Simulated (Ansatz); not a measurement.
CH3F2Si, SMILES `C[Si](F)F` radical, relaxed with UKS PBE0-D4/def2-TZVP in Ansatz from a PBE-D4/def2-SVP geometry. The force threshold is 0.005 eV/Å; the program also tests the step.

Charge 0, multiplicity 2.

Start:

```xyz
7

C     0.655    0.507    0.026
Si   -1.046   -0.252    0.315
F    -1.770   -0.444   -1.146
F    -0.834   -1.763    0.921
H     1.212    0.592    0.980
H     0.562    1.513   -0.429
H     1.219   -0.153   -0.666
```

Task: By how much does the energy fall, and how many steps does the optimiser take? (An estimate is asked.)

Result: Computed: 7.70 kJ/mol, in 5 steps, 1 of them rejected.

Task: Which bonds change most? (Best estimate.)

Result: Computed: Si2–F4 from 1.642 to 1.598 Å; Si2–F3 from 1.642 to 1.598 Å; C1–Si2 from 1.885 to 1.860 Å; C1–H7 from 1.111 to 1.094 Å.

Task: Give the relaxed structure. (Best estimate.)

Result: The calculation gave: 
```xyz
7

C     0.649    0.499    0.023
Si   -1.027   -0.257    0.303
F    -1.748   -0.442   -1.110
F    -0.833   -1.728    0.897
H     1.191    0.586    0.966
H     0.553    1.489   -0.424
H     1.216   -0.146   -0.656
```
